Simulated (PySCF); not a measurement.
# One molecule, several mistakes: CFH4OSi anion

These are calculations, not measurements. The program is PySCF 2.14.0, an open-source quantum chemistry code, run on an isolated molecule that a program drew, which may never have been made. The molecule is CFH4OSi anion (charge -1, singlet), drawn as the SMILES string `C[Si-](O)F`.

Each row is a Hartree-Fock (HF) and frozen-core CCSD(T) single point in the aug-cc-pV(D+d)Z basis, meant for a local HF minimum. Run 1 is clean. Each other run has one planted mistake out of seven kinds, and not every kind appears here: one electron removed, one electron added, multiplicity raised by two, geometry at a saddle point, minimal basis STO-3G, one bond length entered in bohr, all coordinates scaled. The reference is restricted for singlets and unrestricted otherwise, and also for a bond in bohr. Adding or removing an electron swaps singlet and doublet. Electrons count all cores. HOMO and LUMO are orbital energies over both spins, the gradient is its largest component, and the lowest frequency (negative if imaginary) is given only where the gradient is small. Bond lengths are over the 7 bonds as drawn. T1 is the CCSD diagnostic: over 0.02 (restricted) or 0.045 (unrestricted) a single reference is doubtful.

Geometry of the clean run:
```xyz
8
CFH4OSi anion, angstrom
C    -1.9184    0.0833   -1.5201
Si   -1.6316   -1.1324   -0.0200
O    -1.4898    0.0249    1.2611
F     0.0319   -1.3494   -0.3114
H    -1.1783    0.8977   -1.5370
H    -1.8496   -0.4515   -2.4751
H    -2.9181    0.5319   -1.4629
H    -0.8578    0.7001    1.0684
```

| run | electrons | basis functions | <S^2> | HOMO (eV) | LUMO (eV) | gradient (hartree/bohr) | lowest frequency (cm^-1) | mean bond (Å) | longest bond (Å) | T1 | HF (hartree) | CCSD(T) (hartree) | mistake |
|---|---|---|---|---|---|---|---|---|---|---|---|---|---|
| 1 | 42 | 137 | 0.000 | -2.19 | 3.95 | 4.9e-05 | 179 | 1.3752 | 1.952 | 0.0160 | -503.55919 | -504.28956 | no fault |
| 2 | 42 | 137 | 0.000 | -2.53 | 3.94 | 2.6e-02 | - | 1.4247 | 2.022 | 0.0164 | -503.55116 | -504.28934 | all coordinates scaled |
| 3 | 41 | 137 | 0.758 | -10.92 | -0.22 | 8.2e-02 | - | 1.3752 | 1.952 | 0.0169 | -503.52258 | -504.21753 | one electron removed |
| 4 | 42 | 28 | 0.000 | 2.44 | 20.84 | 4.5e-02 | - | 1.3752 | 1.952 | 0.0089 | -497.07515 | -497.23578 | minimal basis STO-3G |
| 5 | 42 | 137 | 2.009 | 0.87 | 2.94 | 8.1e-02 | - | 1.3752 | 1.952 | 0.0301 | -503.48958 | -504.19249 | multiplicity raised by two |
| 6 | 42 | 137 | 0.671 | -2.34 | 3.87 | 2.2e-02 | - | 1.5146 | 2.073 | 0.0543 | -503.43851 | -504.16922 | ? |

**Which mistake was planted in run 6, and what did it cost?**

The mean bond changes by a factor of 1.101 and the longest by 1.062, so the molecule wasn't scaled as a whole. A length L in bohr read as angstrom grows by (1/0.5292 - 1) L = 0.890 L. The 7 bonds together grew by 7 x 0.1394 = 0.976 Å, which gives L = 1.097 Å. That is the length of one of the C-H bonds, 1.097 Å in the clean geometry. So the mistake is: one bond length entered in bohr. Subtracting run 1 and multiplying by 627.51 kcal/mol a hartree, the energy moved by 75.7 kcal/mol in HF and 75.5 kcal/mol in CCSD(T).

Cautions from the logs. Run 4: the HOMO is above zero, so the electron isn't bound and the energy depends on the basis; run 5: the HOMO is above zero, so the electron isn't bound and the energy depends on the basis; run 6: T1 is over the limit, so its CCSD(T) energy is less reliable.
